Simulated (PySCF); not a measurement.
The vertical singlet excitations below were computed for one of the candidates. The calculation used TDDFT B3LYP/def2-SVPD, vertical, gas phase, core orbitals frozen in the response in PySCF. Geometries: GFN2-xTB, one conformer each.

```json
{"state": "S1", "λ (nm)": "223.7", "f": "0.0040"}
{"state": "S2", "λ (nm)": "215.8", "f": "0.0047"}
{"state": "S3", "λ (nm)": "210.7", "f": "0.032"}
{"state": "S4", "λ (nm)": "201.1", "f": "0.038"}
{"state": "S5", "λ (nm)": "190.3", "f": "0.0066"}
{"state": "S6", "λ (nm)": "185.4", "f": "0.0013"}
{"state": "S7", "λ (nm)": "184.6", "f": "0.0074"}
{"state": "S8", "λ (nm)": "182.3", "f": "0.0007"}
```

Triplets computed (Tamm–Dancoff): 5.30, 5.63, 5.67 eV.

Question: Which structure fits? All have the formula C3H10N2Si.
A. `[H]/N=C/CN(C)[SiH3]`
B. `N[C@H]1CN[SiH2]C1`
C. `C=N[SiH2]CNC`
D. `C=N[SiH2]CCN`

Answer: B. Its S1, at 5.54 eV, is the highest among the candidates; the nearest of the others has S1 at 4.48 eV. S1 is HOMO→LUMO (62%), HOMO→LUMO+1 (36%). Löwdin shares by element: HOMO nitrogen 55% or more, carbon 11% or more, silicon 9%, hydrogen 6% or more (atoms not listed hold the other 19%); LUMO silicon 26%, hydrogen 20% or more, carbon 10% or more (atoms not listed hold the other 44%). At the same level the other candidates give, for their lowest levels:
- `[H]/N=C/CN(C)[SiH3]`: 276 nm (f 0.000); 228 nm (f 0.002); 227 nm (f 0.006); 208 nm (f 0.048); 201 nm (f 0.013); T1 4.18 eV; HOMO -6.09, LUMO -0.53 eV
- `C=N[SiH2]CCN`: 309 nm (f 0.001); 256 nm (f 0.040); 212 nm (f 0.016); 204 nm (f 0.019); 197 nm (f 0.011); T1 3.42 eV; HOMO -6.50, LUMO -1.11 eV
- `C=N[SiH2]CNC`: 313 nm (f 0.001); 287 nm (f 0.008); 216 nm (f 0.001); 209 nm (f 0.023); 202 nm (f 0.008); T1 3.37 eV; HOMO -6.24, LUMO -1.17 eV
